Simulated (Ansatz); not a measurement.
Relative stability

The two ends of one reaction step of GeH2Cl2O, closed shell (PBE0-D4/def2-TZVP).

A:

```
6
angstrom
Ge 1.3869 -0.1909 0.9520
O -0.1338 -0.1557 0.0052
H -0.6561 1.1838 -1.1329
Cl -0.9247 2.1903 -1.9108
Cl 1.0469 -2.1155 1.9595
H -0.7193 -0.9120 0.1270
```

B:

```xyz
6
angstrom
Ge 1.3130 0.4017 0.2863
O -0.1698 -0.7304 -0.9230
H -0.7906 -0.0304 -1.1749
Cl -0.0536 2.1546 -0.0070
Cl 0.3206 -0.5427 2.0610
H -0.6196 -1.2529 -0.2423
```

Computed with Ansatz 0.2.0 (basis: def2-TZVPP); correlated methods freeze the cores. Filled d shells of the heavier atoms are correlated. The def2 sets are not built for correlating such inner shells, so the correlated values are less sure here. B3LYP uses VWN-RPA correlation.

Which structure is lower at CCSD(T), and by how much? (To be estimated.)

The calculation gives: B, by 13.53 kcal/mol (electronic energy, against the other). By their contacts, A is a complex of GeHClO ([OH][Ge][Cl]) + HCl and B is GeH₂Cl₂O ([OH2][Ge]([Cl])[Cl]).

All methods give the same order:

```json
{"method": "SPW92", "E(B) − E(A) (kcal/mol)": "-18.74"}
{"method": "PBE-D4", "E(B) − E(A) (kcal/mol)": "-16.66"}
{"method": "BLYP-D4", "E(B) − E(A) (kcal/mol)": "-14.56"}
{"method": "r2SCAN-D4", "E(B) − E(A) (kcal/mol)": "-16.93"}
{"method": "B97M-V", "E(B) − E(A) (kcal/mol)": "-16.00"}
{"method": "PBE0-D4", "E(B) − E(A) (kcal/mol)": "-17.42"}
{"method": "B3LYP-D4", "E(B) − E(A) (kcal/mol)": "-15.33"}
{"method": "r2SCAN0-D4", "E(B) − E(A) (kcal/mol)": "-17.55"}
{"method": "BHLYP-D4", "E(B) − E(A) (kcal/mol)": "-16.16"}
{"method": "CAM-B3LYP-D4", "E(B) − E(A) (kcal/mol)": "-14.31"}
{"method": "wB97X-V", "E(B) − E(A) (kcal/mol)": "-15.35"}
{"method": "wB97M-V", "E(B) − E(A) (kcal/mol)": "-16.49"}
{"method": "B2PLYP", "E(B) − E(A) (kcal/mol)": "-13.68"}
{"method": "PBE-QIDH", "E(B) − E(A) (kcal/mol)": "-16.28"}
{"method": "RPA on PBE", "E(B) − E(A) (kcal/mol)": "-12.17"}
{"method": "HF", "E(B) − E(A) (kcal/mol)": "-12.94"}
{"method": "MP2", "E(B) − E(A) (kcal/mol)": "-14.45"}
{"method": "CCSD", "E(B) − E(A) (kcal/mol)": "-13.28"}
{"method": "CCSD(T)", "E(B) − E(A) (kcal/mol)": "-13.53"}
```

No T1 diagnostic of these runs exceeds 0.013.

Labels in which every atom is bracketed show which atoms are joined, not bond orders.

For scale, one of the runs: CCSD(T)/def2-TZVPP, 191 basis functions, launched by `ansatz run in.yaml --threads 4 --pin off --events-out ev --progress --plain --max-ram 9574MiB`. Time: 45 s of wall clock on 4 CPU threads of an Intel Xeon Platinum 8259CL; the host was shared. Peak host memory: 2.1 GiB.
